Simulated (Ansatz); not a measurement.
Name a neutral molecule of Al, B, C, F and H with HOMO–LUMO gap (B3LYP/def2-TZVPP) between 4.30 and 4.60 eV and HOMO energy (B3LYP/def2-TZVPP) between -6.90 and -6.60 eV (Ansatz, PBE0-D4/def2-TZVP geometry).

`FC[BH][AlH2]` (4.55 eV, -6.85 eV); `CC(F)[BH][AlH2]` (4.41 eV, -6.68 eV); `F[CH]1[BH][Al]1[F]` (4.45 eV, -6.67 eV). Other molecules can fit too; these were computed, each in one conformer that needn't be the lowest.

B3LYP here is the variant with VWN-RPA as its local correlation; programs differ in this.
